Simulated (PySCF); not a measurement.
Isomers of C7H9Cl3O, from PySCF 2.14.0, PBE0-D3(BJ)/def2-SVP geometry optimisation, gas phase. One conformer each, no zero-point energy, no frequencies.

Problem. Which isomer lies lower at this level?
A. `[Cl:1][C:2]([Cl:3])([Cl:4])[C@@H:5]1[CH2:6][CH2:7][C@@H:8]2[O:9][C@@H:10]2[CH2:11]1` with C2–C5–C6–C7 168°, C5–C6–C7–C8 53°, C6–C7–C8–O9 46°, C7–C8–O9–C10 -111°: A = 1205, B = 488.6, C = 451.3 MHz, dipole 2.24 D
B. `[CH2:1]=[CH:2][CH2:3]/[C:4](=[CH:5]/[C:6]([Cl:7])([Cl:8])[Cl:9])[O:10][CH3:11]` with C1–C2–C3–C4 -131°, C2–C3–C4–C5 -114°, C3–C4–O10–C11 33°: A = 1208, B = 402.5, C = 374.8 MHz, dipole 4.41 D

Solution. A. That is `ClC(Cl)(Cl)[C@@H]1CC[C@@H]2O[C@@H]2C1`, 34.0 kcal/mol below the other.

```json
{"SMILES": "ClC(Cl)(Cl)[C@@H]1CC[C@@H]2O[C@@H]2C1", "mapped SMILES": "[Cl:1][C:2]([Cl:3])([Cl:4])[C@@H:5]1[CH2:6][CH2:7][C@@H:8]2[O:9][C@@H:10]2[CH2:11]1", "E (Eh)": "-1726.44303", "relative (kcal/mol)": "0.0", "relative (kJ/mol)": "0.0", "dipole (D)": "2.24"}
{"SMILES": "C=CC/C(=C/C(Cl)(Cl)Cl)OC", "mapped SMILES": "[CH2:1]=[CH:2][CH2:3]/[C:4](=[CH:5]/[C:6]([Cl:7])([Cl:8])[Cl:9])[O:10][CH3:11]", "E (Eh)": "-1726.38889", "relative (kcal/mol)": "34.0", "relative (kJ/mol)": "142.1", "dipole (D)": "4.41"}
```

As drawn, the lower has a three-membered ring, which the higher lacks; the higher has a C=C bond outside aromatic rings, which the lower lacks.
